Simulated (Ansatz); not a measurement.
Computed with frozen-core CCSD(T)/def2-TZVPP // CAM-B3LYP-D3(BJ)/def2-TZVP (Ansatz, an electronic-structure program).

Ansatz 0.2 input:
```yaml
crystal:
  periodic: [false, false, false]
  atoms:
    - { symbol: Cl, position_ang: [2.027822, -0.322255, -0.000005] }
    - { symbol: In, position_ang: [-0.036739, 0.808831, 0.0] }
    - { symbol: Cl, position_ang: [-2.035734, -0.434976, 0.000008] }
basis:
  gaussian: { orbitals: def2-TZVPP }
correlation:
  method: ccsd_t
magnetization:
  spin_polarized: true
  initial_magnetization: 1
```

Output:

```
Functional definition: HF
983 factors; integrals over basis functions are off by at most 1.0e-3 eV
mean field evaluation 1: about -30157.9263 eV, gradient 1.4e1 eV
mean field evaluation 2: about -30157.9550 eV, gradient 1.4e1 eV
mean field evaluation 4: about -30159.4214 eV, gradient 1.8e0 eV
mean field evaluation 8: about -30159.5107 eV, gradient 3.5e-1 eV
mean field evaluation 16: about -30159.5144 eV, gradient 2.3e-6 eV
mean field evaluation 32: about -30155.2351 eV, gradient 5.7e-1 eV
mean field evaluation 64: about -30155.0623 eV, gradient 5.1e-3 eV
mean field -30159.51438795 eV, -1108.3417109041 hartree, gradient 2.3e-6 eV, S^2 0.759866; 1 other end points of the search recorded, 0 dependent functions left out
determinant -30159.51438795 eV, -1108.3417109041 hartree, with singles and doubles -30177.31810265 eV, -1108.9959853516 hartree
determinant -30156.04166913 eV, -1108.2140908413 hartree, with singles and doubles -30173.93651489 eV, -1108.8717142935 hartree
14 core orbitals not correlated
reference -30159.51438795 eV, -1108.3417109041 hartree; 14, 13 occupied and 106, 107 virtual orbitals, 983 factors
second order -17.07628033 eV of doubles, -0.00000000 eV of singles
cycle   1  -17.75565924 eV  change   -4.3e-1 eV  update   2.2e-2
cycle   2  -17.78507386 eV  change   -2.9e-2 eV  update   6.3e-3
cycle   3  -17.78827940 eV  change   -3.2e-3 eV  update   3.4e-3
cycle   4  -17.79042027 eV  change   -2.1e-3 eV  update   1.6e-3
cycle   5  -17.79108655 eV  change   -6.7e-4 eV  update   7.4e-4
cycle   6  -17.79130306 eV  change   -2.2e-4 eV  update   3.1e-4
cycle   7  -17.79131267 eV  change   -9.6e-6 eV  update   1.3e-4
cycle   8  -17.79133978 eV  change   -2.7e-5 eV  update   6.1e-5
cycle   9  -17.79132052 eV  change    1.9e-5 eV  update   2.8e-5
perturbative correction -0.68675354 eV, -0.0252377272 hartree
Total energy: -30177.99246201 eV, -1109.0207676011 hartree
```

Cost: around 70 core-seconds (rough).
